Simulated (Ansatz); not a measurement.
A nudged elastic band was laid between two geometries of GaH₅S (7 atoms, charge 0, multiplicity 1).

All numbers below come from RKS B3LYP-D4/def2-SVP in Ansatz.

* movable images: 7
* climbing image: yes
* spring: 5.0 eV/Å²
* optimiser: quadratic models (default)
* start path: through a guess of the saddle point
* force threshold: 0.05 eV/Å
* iteration limit: 60
* end points: relaxed

Initial state:

```xyz
7
Properties=species:S:1:pos:R:3
Ga -0.019 0.117 -0.023
H -0.511 0.565 1.409
H 1.509 0.257 -0.384
H -1.081 -0.036 -1.180
S 0.100 -2.515 0.510
H -1.153 -2.629 1.009
H 0.655 -2.424 1.742
```

Final state:

```xyz
7
Properties=species:S:1:pos:R:3
Ga 0.105 -0.696 -0.418
H 0.059 0.373 2.264
H 1.502 -0.009 -0.554
H -1.296 -0.018 -0.581
S 0.184 -2.881 -0.017
H -1.158 -3.053 0.036
H 0.104 -0.382 2.354
```

(1) What changes between the two ends?

(2) What energy profile does the band end with?

(3) What is the geometry of the highest image?

(4) What are the harmonic wavenumbers there?

Results:

(1) Bonds broken: Ga1–H2, S5–H7. Bonds formed: H2–H7. GaH5S becomes GaH3S + H2.

(2) It converged. The highest image is number 5 of 0 to 8, 17.4 kcal/mol above the first end and 25.6 kcal/mol above the last; the last end lies 8.2 kcal/mol below the first. A vibrational analysis at the climbing image gives one clearly imaginary mode, 1119i cm⁻¹: a first-order saddle point. The orbitals stay closed-shell, which can raise the energy where a bond breaks towards radicals; this wasn't checked here.

| image | path coordinate (Å) | energy (kcal/mol) | Ga1–H2 (Å) | S5–H7 (Å) | H2–H7 (Å) |
| --- | --- | --- | --- | --- | --- |
| 0 | 0.00 | 0.0 | 1.58 | 1.35 | 3.23 |
| 1 | 0.46 | 0.1 | 1.58 | 1.35 | 3.08 |
| 2 | 0.92 | 0.6 | 1.58 | 1.35 | 2.76 |
| 3 | 1.38 | 3.0 | 1.59 | 1.35 | 2.17 |
| 4 | 1.84 | 8.3 | 1.61 | 1.39 | 1.63 |
| 5 | 2.30 | 17.4 | 1.74 | 1.67 | 1.10 |
| 6 | 2.94 | -0.5 | 2.15 | 2.31 | 0.79 |
| 7 | 3.59 | -7.2 | 2.57 | 2.89 | 0.76 |
| 8 | 4.23 | -8.2 | 2.89 | 3.45 | 0.76 |

(3) 
```xyz
7
Properties=species:S:1:pos:R:3
Ga 0.112 -0.211 -0.099
H -0.071 -0.111 1.631
H 1.567 0.217 -0.446
H -1.273 0.041 -0.763
S 0.237 -2.601 0.651
H -1.100 -2.802 0.584
H 0.028 -1.199 1.525
```

(4) 1119i, 271, 323, 432, 605, 661, 705, 711, 988, 1215, 1386, 1615, 1995, 2019, 2671 cm⁻¹.

Time of the run: 3 min on 1 thread of AMD EPYC 7B13 (Zen 3), on a shared host, peak memory 0.19 GiB.
